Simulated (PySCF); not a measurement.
Isomers of C4H10ClFSi, one GFN2-xTB conformer each. Single-point energies are computed at PBE0/pcSseg-1 (PySCF, gas phase, no added dispersion term), electronic only.

Task: Rank them by PBE0/pcSseg-1 energy, lowest first (kcal/mol).
A. TMS-CHClF (`C[Si](C)(C)[C@H](F)Cl`)
B. `[CH3:1][CH2:2][CH2:3][Si@@:4]([CH3:5])([F:6])[Cl:7]` with C1–C2–C3–Si4 180°, C2–C3–Si4–C5 -58°

Result: B (0.0), A (71.7).

As drawn, the lower has an Si–F bond, which the higher lacks. GFN2-xTB itself gives, in the same order: 0.0, 77.5. Both levels put the same isomer lowest.

Task: Which frontier levels, dipoles and rotational constants go with these structures?

Result: 
```json
{"SMILES": "CCC[Si@@](C)(F)Cl", "HOMO (eV, PBE0/pcSseg-1)": "-8.46", "LUMO (eV)": "1.07", "dipole (D)": "2.58", "A, B, C (MHz)": "2640, 918.2, 845.8"}
{"SMILES": "C[Si](C)(C)[C@H](F)Cl", "HOMO (eV, PBE0/pcSseg-1)": "-7.87", "LUMO (eV)": "0.73", "dipole (D)": "2.68", "A, B, C (MHz)": "2102, 1247, 1066"}
```
